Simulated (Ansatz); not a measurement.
Mulliken charges of CH4FIn, SMILES `F[CH2][InH2]` from ωB97M-V/def2-TZVPP in Ansatz (PBE0-D4/def2-TZVP geometry).

| atom | x (Å) | y (Å) | z (Å) | charge (e) |
| --- | --- | --- | --- | --- |
| F1 | -1.860 | 0.101 | -0.631 | -0.241 |
| C2 | -0.644 | -0.562 | -0.497 | -0.224 |
| In3 | 0.821 | 0.629 | 0.592 | 0.419 |
| H4 | -0.279 | -0.804 | -1.501 | 0.119 |
| H5 | -0.832 | -1.511 | 0.017 | 0.118 |
| H6 | 0.398 | 2.191 | 1.178 | -0.094 |
| H7 | 2.395 | -0.043 | 0.841 | -0.097 |

Question: By hand: the dipole of these point charges (1 e Å = 4.8032 D).

Answer: Σ q r = (0.535, -0.111, 0.143) e Å, of length 0.565 e Å = 2.71 D.

Question: How does the dipole of the full density compare? (Best estimate.)

Answer: Ansatz gave: (0.271, -0.170, 0.020) e Å, 1.54 D; the point charges give 1.76 times that, at 23° from its direction.

Point charges leave out the atoms' own dipoles, such as those of lone pairs, and Mulliken's split depends on the basis, so the two needn't agree.
